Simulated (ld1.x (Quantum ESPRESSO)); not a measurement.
Building the TM potential for tin (LDA (PZ), fully relativistic).

ld1.x (Quantum ESPRESSO) 7.5 was run on this input:

```
&input
   title='Sn', zed=50., rel=2, dft='PZ', iswitch=3,
   config='[Kr] 4d10 5s2 5p1', rel_dist='average',
   nld=5, rlderiv=2.20, eminld=-4.0, emaxld=5.0, deld=0.02
 /
 &inputp
   pseudotype=2, tm=.true., lloc=0,
   nlcc=.true., new_core_ps=.true.,
   file_pseudopw='Sn.UPF', file_wfcaegen='ae.wfc', file_wfcncgen='nc.wfc', file_beta='beta', file_chi='chi'
 /
3
5P  2  1   1.00   0.00  1.85  1.85  0.0
4D  3  2  10.00   0.00  1.10  1.10  0.0
5S  1  0   2.00   0.00  2.00  2.00  0.0
 &test
   configts(1)='4d10 5s2 5p1'
 /
```

Command:

```bash
ld1.x < Sn.in > Sn.out
```

Output (shortened: banner, matrices, multipoles, cross overlaps and the repeated all-electron block are left out):

```
Program LD1 v.7.5
     --------------------------- All-electron run ----------------------------

     Sn
     dirac relativistic calculation

     atomic number is 50.00
     dft =PZ   lsd =0 sic =0 latt =0  beta=0.20 tr2=1.0E-14
     Exchange-correlation= PZ
                           (   1   1   0   0   0   0   0)
     mesh =1243 r(mesh) = 100.78374 a.u. xmin = -7.00 dx = 0.01250
     1 Ry =  13.60569312 eV, c = 137.03599908

     n l j   nl                  e(Ry)          e(Ha)          e(eV)
     Spin orbit split results
     1 0 0.5 1S 1( 2.00)     -2129.1977     -1064.5989    -28969.2111
     2 0 0.5 2S 1( 2.00)      -321.9101      -160.9551     -4379.8104
     2 1 0.5 2P 1( 2.00)      -300.8950      -150.4475     -4093.8848
     2 1 1.5 2P 1( 4.00)      -283.9676      -141.9838     -3863.5764
     3 0 0.5 3S 1( 2.00)       -62.5629       -31.2815      -851.2116
     3 1 0.5 3P 1( 2.00)       -54.0136       -27.0068      -734.8922
     3 1 1.5 3P 1( 4.00)       -50.9232       -25.4616      -692.8449
     4 0 0.5 4S 1( 2.00)       -10.4082        -5.2041      -141.6105
     4 1 0.5 4P 1( 2.00)        -7.5596        -3.7798      -102.8542
     4 1 1.5 4P 1( 4.00)        -6.9970        -3.4985       -95.1990
     3 2 1.5 3D 1( 4.00)       -35.7546       -17.8773      -486.4661
     3 2 2.5 3D 1( 6.00)       -35.1160       -17.5580      -477.7769
     4 2 1.5 4D 1( 4.00)        -2.5387        -1.2694       -34.5410
     4 2 2.5 4D 1( 6.00)        -2.4614        -1.2307       -33.4892
     5 0 0.5 5S 1( 2.00)        -1.3344        -0.6672       -18.1548
     5 1 0.5 5P 1( 0.33)        -0.8037        -0.4019       -10.9352
     5 1 1.5 5P 1( 0.67)        -0.7600        -0.3800       -10.3406
     Averaged results
     1 0     1S 1( 2.00)     -2129.1977     -1064.5989    -28969.2111
     2 0     2S 1( 2.00)      -321.9101      -160.9551     -4379.8104
     2 1     2P 1( 6.00)      -289.6101      -144.8050     -3940.3459
     3 0     3S 1( 2.00)       -62.5629       -31.2815      -851.2116
     3 1     3P 1( 6.00)       -51.9533       -25.9767      -706.8607
     4 0     4S 1( 2.00)       -10.4082        -5.2041      -141.6105
     4 1     4P 1( 6.00)        -7.1845        -3.5923       -97.7508
     3 2     3D 1(10.00)       -35.3714       -17.6857      -481.2526
     4 2     4D 1(10.00)        -2.4923        -1.2462       -33.9100
     5 0     5S 1( 2.00)        -1.3344        -0.6672       -18.1548
     5 1     5P 1( 1.00)        -0.7746        -0.3873       -10.5388

     final scf error:  3.1E-15 reached in  32 iterations

     Etot =  -12346.802073 Ry,   -6173.401036 Ha, -167986.800054 eV

     Ekin =   12997.863772 Ry,    6498.931886 Ha,  176844.945733 eV
     Encl =  -29953.671519 Ry,  -14976.835760 Ha, -407540.462601 eV
     Eh   =    4928.206552 Ry,    2464.103276 Ha,   67051.665988 eV
     Exc  =    -319.200877 Ry,    -159.600438 Ha,   -4342.949175 eV

     normalization and overlap integrals

     s(1S/1S) =  1.000000  <r> =   0.0291  <r2> =    0.0011  r(max) =   0.0188
     s(2S/2S) =  1.000000  <r> =   0.1252  <r2> =    0.0185  r(max) =   0.1068
     s(2P/2P) =  1.000000  <r> =   0.1058  <r2> =    0.0138  r(max) =   0.0821
     s(2P/2P) =  1.000000  <r> =   0.1112  <r2> =    0.0151  r(max) =   0.0863
     s(3S/3S) =  1.000000  <r> =   0.3397  <r2> =    0.1320  r(max) =   0.3090
     s(3P/3P) =  1.000000  <r> =   0.3303  <r2> =    0.1268  r(max) =   0.2939
     s(3P/3P) =  1.000000  <r> =   0.3415  <r2> =    0.1354  r(max) =   0.3051
     s(4S/4S) =  1.000000  <r> =   0.8183  <r2> =    0.7586  r(max) =   0.7412
     s(4P/4P) =  1.000000  <r> =   0.8652  <r2> =    0.8564  r(max) =   0.7695
     s(4P/4P) =  1.000000  <r> =   0.8955  <r2> =    0.9176  r(max) =   0.7989
     s(3D/3D) =  1.000000  <r> =   0.3127  <r2> =    0.1162  r(max) =   0.2498
     s(3D/3D) =  1.000000  <r> =   0.3163  <r2> =    0.1187  r(max) =   0.2530
     s(4D/4D) =  1.000000  <r> =   1.0897  <r2> =    1.4121  r(max) =   0.8829
     s(4D/4D) =  1.000000  <r> =   1.1045  <r2> =    1.4514  r(max) =   0.8940
     s(5S/5S) =  1.000000  <r> =   2.2967  <r2> =    5.9780  r(max) =   1.9650
     s(5P/5P) =  1.000000  <r> =   2.8043  <r2> =    8.9936  r(max) =   2.3408
     s(5P/5P) =  1.000000  <r> =   2.9103  <r2> =    9.6776  r(max) =   2.4302

     ------------------------ End of All-electron run ------------------------

     --------------------- Generating NC pseudopotential ---------------------

      Generating local pot.: lloc=0, matching radius rcloc =   2.0000

      Computing core charge for nlcc:

       r > 0.65 : true rho core
      Core charge pseudized with two Bessel functions
      Integrated core pseudo-charge :  14.26

     Fully relativistic calculation: |psi|^2

     Wfc 5P LC norm =  0.99994796 SC norm =  0.00005154 missing  0.00000051

     Wfc 5P LC norm =  0.99995162 SC norm =  0.00004062 missing  0.00000776

     Wfc 4D LC norm =  0.99967623 SC norm =  0.00032368 missing  0.00000009

     Wfc 4D LC norm =  0.99968371 SC norm =  0.00031483 missing  0.00000146

      Wfc   5P  rcut= 1.846  Using Troullier-Martins method

      Wfc   5P  rcut= 1.846  Using Troullier-Martins method

      Wfc   4D  rcut= 1.092  Using Troullier-Martins method

      Wfc   4D  rcut= 1.092  Using Troullier-Martins method

     ------------------- End of pseudopotential generation -------------------

     Computing logarithmic derivative in   2.21277
     Computing logarithmic derivative in   2.21277
     Computing the partial wave expansion
       no projector for channel:   0
     R is outside the sphere for l=    1 j= 0.50
     R is outside the sphere for l=    1 j= 1.50
     R is outside the sphere for l=    2 j= 1.50
     R is outside the sphere for l=    2 j= 2.50

     ---------------------- Testing the pseudopotential ----------------------

     Sn
     dirac relativistic calculation

     atomic number is 50.00   valence charge is 14.00
     dft =PZ   lsd =0 sic =0 latt =0  beta=0.20 tr2=1.0E-14
     mesh =1243 r(mesh) = 100.78374 xmin = -7.00 dx = 0.01250

     n l  j  nl             e AE (Ry)       e PS (Ry)    De AE-PS (Ry)
     3 2 1.5 4D   1( 4.00)       -2.53872       -2.53862       -0.00010
     3 2 2.5 4D   1( 6.00)       -2.46141       -2.46151        0.00010
     1 0 0.5 5S   1( 2.00)       -1.33435       -1.33436        0.00000
     2 1 0.5 5P   1( 0.33)       -0.80372       -0.80371       -0.00001
     2 1 1.5 5P   1( 0.67)       -0.76002       -0.76002       -0.00000

     eps = 7.1E-16  iter =  9

     Etot =  -12346.802073 Ry,   -6173.401036 Ha, -167986.800054 eV
     Etotps =  -172.043561 Ry,     -86.021781 Ha,   -2340.771900 eV

     Ekin =     102.384798 Ry,      51.192399 Ha,    1393.016140 eV
     Encl =    -196.935060 Ry,     -98.467530 Ha,   -2679.437986 eV
     Ehrt =     111.783720 Ry,      55.891860 Ha,    1520.894997 eV
     Ecxc =     -57.479671 Ry,     -28.739835 Ha,    -782.050764 eV
     (Ecc =     -34.505240 Ry,     -17.252620 Ha,    -469.467700 eV)
     Epseu=    -131.797349 Ry,     -65.898675 Ha,   -1793.194286 eV

     ---------------------- End of pseudopotential test ----------------------
```

Generation and configuration tests took about 1.9 s on one core of a shared server CPU.
